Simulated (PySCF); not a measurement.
PbCl₃, SMILES [Cl][Pb-]([Cl])[Cl], charge -1. Atoms are numbered in the order given.

```xyz
4

Pb     0.0000     0.0000     0.4553
Cl    -2.0451     1.1807    -0.7320
Cl     0.0000    -2.3614    -0.7320
Cl     2.0451     1.1807    -0.7320
```
Charge -1, spin multiplicity 1.

The structure is a stationary point at B3LYP-D3(BJ)/def2-SVPD. The isomer is the one that the SMILES or the coordinates give; other isomers of the formula were not compared. The def2 effective core potentials stand for the cores of Pb; spin–orbit coupling is left out.

Method: ωB97X/def2-TZVPD (PySCF).

Symmetry labels are those of the subgroup Cs that the program uses (full group C3v).

Computed valence orbital energies around the gap with their symmetry:
```
orbital  symmetry  energy (eV)
-------  --------  -----------
HOMO−7         A"        -7.68
HOMO−6         A'        -7.17
HOMO−5         A'        -6.79
HOMO−4         A"        -6.79
HOMO−3         A"        -6.53
HOMO−2         A'        -6.53
HOMO−1         A"        -6.48
HOMO           A'        -5.57
LUMO           A'         3.78
LUMO+1         A"         4.37
LUMO+2         A'         4.37
LUMO+3         A'         4.58
```
